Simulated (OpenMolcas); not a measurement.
# Hf2+: effect of the active space

```json
{
  "Program": "OpenMolcas 26.06",
  "Method": "MS-CASPT2 or its RAS form, IPEA 0.25 Eh, imaginary shift 0.1 Eh",
  "Basis": "ANO-RCC-VTZP",
  "Scalar Hamiltonian": "DKH2, point nucleus",
  "Spin-orbit coupling": "RASSI with atomic mean-field integrals over the reference wave functions, term energies averaged over their components"
}
```

A. 2 electrons in 6 orbitals (5d 6s); 2S+1 = 3 even, 15 roots; 2S+1 = 1 even, 21 roots; closed shells correlated: 5s 5p; CASPT2 step about 25 core-seconds
B. 2 electrons in 9 orbitals (RAS2 5d 6s; RAS3 6p, at most 2 electrons); 2S+1 = 3 even, 15 roots; 2S+1 = 1 even, 21 roots kept (CI in the orbitals of an earlier block); 2S+1 = 3 odd, 18 roots; 2S+1 = 1 odd, 18 roots kept (CI in the orbitals of an earlier block); closed shells correlated: 5s 5p; CASPT2 step roughly 80 core-seconds

Energies in cm⁻¹ above 5d² ³F₂.

| Level | A | B |
| --- | --- | --- |
| 5d² ³F₂ | 0.0 | 0.0 |
| 5d² ³F₃ | 3640 | 3630 |
| 5d 6s ³D₁ | 3650 | 3690 |
| 5d² ³F₄ | 6650 | 6640 |
| 5d 6s ³D₃ | 7830 | 7860 |
| 5d² ³P₀ [75 %] | 9680 | 9680 |
| 5d² ³P₁ | 11970 | 11940 |
| 6s² ¹S₀ [74 %] | 13010 | 13720 |
| 5d² ³P₂ | 13470 | 13480 |
| 5d² ¹G₄ | 15560 | 15590 |
| 5d 6s ¹D₂ | 19290 | 19500 |
| 5d² ¹S₀ | 31990 | 32640 |

Between A and B the level of the table that moves most is 6s² ¹S₀ [74 %], by 710 cm-1 (lowest in A, highest in B). Moves below CASPT2's spread within the term are not significant.

Term energies are means over components that CASPT2 splits; among the terms shown or strongly mixed into the levels shown the widest spread is 650 cm-1 (5d² ¹G, B). Over all roots computed the reference weight is 0.91 to 0.96 in A; the roots of lowest weight are the least certain, and an intruder state may touch them. Configurations are named by rounded mean occupations; where the s occupation lies near a half they are strongly mixed, a name can repeat and a true partner stay unpaired. A single d shell beside an s shell can misplace configurations of different d count against each other. The CASPT2 spread within a term exceeds the gap to the next term for 5d² ¹D and 5d² ³F, so the order of their levels is uncertain, and so are names and mixing where such terms share a J (figures for A; the like holds for B). Terms from blocks run as CI alone lack orbitals of their own (holds for B). Levels of configurations outside the active space are missing. Levels that lie high or do not pair safely by name in every column are left out.

A share in square brackets marks a mixed level and gives the weight of the term that names it, the lowest over the columns.
